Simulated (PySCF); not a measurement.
Be(Br)(NH2) (BeBrH₂N), SMILES [NH2][Be][Br]. Atoms are numbered in the order given.

```xyz
5

Be     0.0000     0.0000     1.1343
Br     0.0000     0.0000    -0.8389
N      0.0000     0.0000     2.6299
H      0.0000    -0.8248     3.2066
H      0.0000     0.8248     3.2066
```

The structure is a stationary point at PBE0-D3(BJ)/def2-TZVP. Other conformers were not sampled.

All values below come from PBE0/pcSseg-2 in PySCF.

GIAO shieldings, no solvent; atoms alike by connectivity are averaged. δ = σ(ref) − σ: ¹⁵N against NH3 (σ = 263.3 ppm); ¹H against TMS (σ = 31.54 ppm), references at their B3LYP-D3(BJ)/def2-TZVP geometries, non-relativistic (without spin–orbit terms, shifts of atoms bonded to Cl or Br come out too high).

```tsv
nucleus	atoms	count	δ (ppm)
¹⁵N	N3	1	20.2
¹H	H4, H5	2	1.02
```
